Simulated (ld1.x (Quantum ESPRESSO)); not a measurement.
An all-electron radial function and its pseudo partner (beryllium)

Columns: radius, all-electron u(r) and pseudo u(r) of the 2p shell (level -9.78 eV) of beryllium in the configuration [He] 2s1 2p0; PBE, scalar-relativistic, RRKJ scheme, ld1.x (Quantum ESPRESSO) 7.5.

| r (bohr) | all-electron | pseudo |
| --- | --- | --- |
| 0.150 | 0.0361 | 0.0142 |
| 0.300 | 0.1118 | 0.0552 |
| 0.450 | 0.1993 | 0.1188 |
| 0.600 | 0.2855 | 0.1988 |
| 0.750 | 0.3644 | 0.2874 |
| 0.900 | 0.4330 | 0.3769 |
| 1.050 | 0.4899 | 0.4601 |
| 1.200 | 0.5357 | 0.5314 |
| 1.350 | 0.5723 | 0.5873 |
| 1.500 | 0.5997 | 0.6261 |
| 1.650 | 0.6176 | 0.6484 |
| 1.800 | 0.6264 | 0.6560 |
| 1.950 | 0.6271 | 0.6518 |
| 2.100 | 0.6207 | 0.6387 |
| 2.250 | 0.6083 | 0.6198 |
| 2.400 | 0.5911 | 0.5973 |
| 2.550 | 0.5701 | 0.5728 |
| 2.700 | 0.5464 | 0.5472 |
| 2.850 | 0.5209 | 0.5210 |
| 3.000 | 0.4942 | 0.4942 |
| 3.150 | 0.4669 | 0.4669 |
| 3.300 | 0.4395 | 0.4395 |
| 3.450 | 0.4123 | 0.4123 |
| 3.600 | 0.3857 | 0.3857 |
| 3.750 | 0.3598 | 0.3598 |
| 3.900 | 0.3347 | 0.3347 |

Problem. How many radial nodes do the two functions have?

Solution. The all-electron 2p function has n − l − 1 = 0; the pseudo-wave has 0.

Problem. At about which radius was the pseudo-wave matched?

Solution. 3.00 bohr, where the columns begin to agree (steps of 0.15 bohr).

Problem. Where does each function peak?

Solution. Outermost all-electron maximum near 1.95 bohr, pseudo maximum near 1.80 bohr (to the table’s step).

Problem. Is the pseudo-wave norm-conserving?

Solution. Yes: the RRKJ scheme keeps the norm inside the radius equal to the all-electron one, which fixes the energy derivative of the logarithmic derivative at the level.
